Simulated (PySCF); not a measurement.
Species: CH5NSSi.
SMILES: `[H]/N=C\[SiH2]S`

Torsions of this conformer, `[H]/[N:1]=[CH:2]\[SiH2:3][SH:4]`: N1–C2–Si3–S4 -124°, H–S4–Si3–C2 59°.

The closed-shell ground state was solved at several levels (PySCF, density fitting, gas phase, non-relativistic). The structure is a single PBE0-D3(BJ)/def2-SVP conformer in the gas phase; no vibrational or solvent corrections.

```json
{"level": "PBE0/pcSseg-1", "basis functions": "107", "total energy (Eh)": "-783.1302", "HOMO (eV)": "-7.32", "LUMO (eV)": "-1.34", "gap (eV)": "5.98", "dipole (D)": "1.11"}
{"level": "CAM-B3LYP/def2-SVPD", "basis functions": "131", "total energy (Eh)": "-783.2361", "HOMO (eV)": "-8.72", "LUMO (eV)": "-0.27", "gap (eV)": "8.45", "dipole (D)": "1.21"}
```

What might wB97X-D/pcSseg-2 (228 basis functions) give for the same quantities?

Total energy -783.5832 Eh, HOMO -9.22 eV, LUMO 0.40 eV, gap 9.62 eV, dipole 1.18 D.

Over all these levels, which gives the widest orbital gap and which the narrowest?

wB97X-D/pcSseg-2 (range-separated hybrid) has the widest, 9.62 eV, and PBE0/pcSseg-1 (global hybrid, 25 % exact exchange) the narrowest, 5.98 eV. Functional and basis both differ between the two, so the spread mixes both effects.

How far do the dipole and the HOMO energy spread over the levels?

The dipole runs from 1.11 to 1.21 D (mean 1.17 D) and the HOMO from -9.22 to -7.32 eV.

Note: wB97X-D ran without an empirical dispersion term, which enters the total energy and its gradient alone.
